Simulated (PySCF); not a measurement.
Species: C4H14N2OSi2.
Geometry (GFN2-xTB, Å), atoms numbered from 1 in this order:
```
atom  x, y, z in Å
C1    -2.8838    1.0524   -0.3044
C2    -1.6135    0.2472   -0.5553
C3    -1.7862   -1.2297   -0.1841
N4    -0.4629   -1.7481    0.0694
Si5    0.6362   -0.5193    0.5740
O6     1.1281   -0.4842    2.1345
C7     2.2629   -0.5829   -0.3895
Si8    3.3258    0.9605   -0.1433
N9    -0.5190    0.7264    0.2658
H10   -2.7459    2.0861   -0.6137
H11   -3.1276    1.0385    0.7553
H12   -3.7138    0.6284   -0.8645
H13   -1.3549    0.3101   -1.6245
H14   -2.2666   -1.7790   -1.0005
H15   -2.4282   -1.3061    0.7061
H16   -0.4439   -2.7045    0.3773
H17    0.4980   -0.2840    2.8236
H18    2.0640   -0.7323   -1.4488
H19    2.8256   -1.4504   -0.0530
H20    4.5643    0.8193   -0.9220
H21    3.6650    1.1534    1.2648
H22    2.6213    2.1538   -0.6324
H23   -0.2497    1.6715    0.0484
```

Definitions: NICS(0) = −σiso at the ring centroid; NICS(1) = −σiso and NICS(1)zz = −σzz at ±1 Å along the ring normal z. Level: GIAO PBE0/pcSseg-1 (PySCF, non-relativistic, gas phase) on the GFN2-xTB geometry, one conformer.

Ring bond lengths (Å), with Mayer bond orders in brackets: C2–C3 1.533 (1.01), C3–N4 1.444 (0.97), N4–Si5 1.724 (0.96), Si5–N9 1.727 (0.95), N9–C2 1.450 (0.95).

What do the NICS probes read (ppm)?

| ring | type | NICS(0) | NICS(1), two faces | NICS(1)zz, two faces | rms pucker (Å) | centre to ring atoms, mean (Å) |
| --- | --- | --- | --- | --- | --- | --- |
| C2–C3–N4–Si5–N9 | 5-membered ring with 2 N and Si; formal bonds all single | -7.2 | -2.8 / -2.8 | -1.3 / -1.1 | 0.15 | 1.32 |

What do they say, and how far can they be read as aromaticity?

- C2–C3–N4–Si5–N9: mean NICS(1)zz -1.2 ppm, near zero. C2, C3, Si5 have four or more neighbours, and the NICS criterion for π rings isn't applied.

Give the inner angles of the rings and the Hirshfeld charges of the ring atoms.

- C2–C3–N4–Si5–N9: C2 105.4° (+0.019 e), C3 106.6° (-0.029 e), N4 112.3° (-0.260 e), Si5 92.0° (+0.470 e), N9 111.6° (-0.254 e); sum 528.0° against 540° for a flat convex ring.

How shielded are the nuclei of the rings and their hydrogens (means over atoms taken as equivalent)?

```tsv
atoms	environment	σ isotropic (ppm)
C2	sp3 carbon bound to nitrogen	134.2
C3	sp3 carbon bound to nitrogen	132.6
N4	silicon-bound nitrogen	222.8
Si5	oxygen-bound silicon	365.1
N9	silicon-bound nitrogen	207.2
H13	methine hydrogen	28.17
H14	methylene hydrogen	28.49
H15	methylene hydrogen	28.84
H16	N–H hydrogen	31.42
H23	N–H hydrogen	31.03
```
